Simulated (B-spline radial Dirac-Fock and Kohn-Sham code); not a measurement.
Satellites and hypersatellites of the K lines of Ni⁺

System: nickel as Ni⁺ in the configuration 1s2 2s2 2p6 3s2 3p6 3d9, inside a Watson sphere of charge -1 and radius 2.2 Å (a model of the Madelung potential; inside it an electron's potential energy is raised by 6.5 eV).

Method: Dirac-Fock energy differences between relaxed states, corrected for Breit and QED terms. Computed with a B-spline atomic structure program. Each two-hole energy is an average over J within one jj subconfiguration, not an observable level; in light atoms, where LS coupling holds, the j-resolved values are not observed lines, and for a K spectator the Kα1 hypersatellite is nearly forbidden. No correlation.

Lines without a spectator: Kα2 (K-L2) 7460.4 eV, Kα1 (K-L3) 7477.5 eV, Kβ3 (K-M2) 8259.9 eV, Kβ1 (K-M3) 8262.1 eV. Shifts in eV with one spectator hole (a dash: not computed, or left out as unreliable):

```
spectator hole     Kα2    Kα1    Kβ3    Kβ1
    L2 (2p1/2)  +28.02  +34.2      –  +74.4
    L3 (2p3/2)   +31.6  +30.4  +71.6      –
    M2 (3p1/2)       –  +2.55  +4.26  +5.88
    M3 (3p3/2)   +2.31      –  +5.46  +5.03
```

**Question.** Where does the K-L3 hypersatellite lie, emitted when both K electrons are missing?

**Answer.** +298.3 eV from the normal line, at 7775.8 eV. Removing both K electrons costs 17076.0 eV, which is 393.1 eV more than twice the K binding energy. In light atoms the observed hypersatellite is the ¹S₀ → ¹P₁ component, which lies below this average, and the triplet component is nearly forbidden.

With n spectator holes in 2p, averaged over the 2p shell (energies in eV):

| n | KαLⁿ | step | hypersatellite KαʰLⁿ |
| --- | --- | --- | --- |
| 0 | 7471.7 | – | 7769.2 |
| 1 | 7503.3 | +31.6 | 7801.9 |
| 2 | 7535.9 | +32.5 | 7835.5 |
| 3 | 7569.4 | +33.5 | 7870.1 |
| 4 | 7603.9 | +34.5 | 7905.8 |
| 5 | 7639.5 | +35.6 | 7942.6 |
